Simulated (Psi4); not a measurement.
Psi4 input (wB97X-D/6-311+G**):

```
memory 1500 MB

molecule {
1 2
Li   -1.20992950   -0.69939566   -1.04594388
C     0.37372186    0.21602865    0.32307013
H     0.76040696   -0.71883287    0.71460086
H    -0.30744477    0.79479214    0.93775102
H     0.93449518    0.72605576   -0.45294105
symmetry c1
no_reorient
no_com
}

set {
  basis 6-311+G**
  reference uks
  scf_type pk
  dft_radial_points 99
  dft_spherical_points 590
  e_convergence 1e-8
  d_convergence 1e-7
  maxiter 150
}

e = energy('wb97x-d')
print_out(f'\nFINAL {e:.10f} DIPOLE {variable("CURRENT DIPOLE")[0]:.6f} {variable("CURRENT DIPOLE")[1]:.6f} {variable("CURRENT DIPOLE")[2]:.6f}\n')
```

Task: Predict the final energy.

Result: -47.15077 Eh.
